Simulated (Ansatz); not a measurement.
`N#C[S][GeH3]`, relaxed with RKS PBE-D4/def2-SVP in Ansatz 0.2.0 from a rough embedded geometry. The force threshold is 0.03 eV/Å; the program also tests the step.

The species carries charge 0 and has multiplicity 1.

Start:

```xyz
7

N    -2.434   -0.385    1.312
C    -1.709    0.318    0.685
S    -0.671    1.430   -0.259
Ge    0.872   -0.100   -0.414
H     0.418   -1.330   -1.137
H     1.432   -0.461    1.018
H     2.090    0.528   -1.205
```

```csv
step,energy (eV),largest force (eV/Å),largest move (Å)
1,-69900.0569,2.306,0.000
2,-69900.2774,1.111,0.137
3,-69900.3187,0.374,0.101
4,-69900.3327,0.071,0.085
5,-69900.3334,0.035,0.026
6,-69900.3335,0.003,0.010
```

End:

```xyz
7

N    -2.518   -0.297    1.304
C    -1.761    0.362    0.686
S    -0.713    1.356   -0.204
Ge    0.997   -0.156   -0.407
H     0.452   -1.392   -1.156
H     1.501   -0.500    1.011
H     2.042    0.626   -1.234
```

Run time 8.5 s (2 threads of an AMD EPYC 7B13 on a shared host); peak host memory 0.17 GiB.
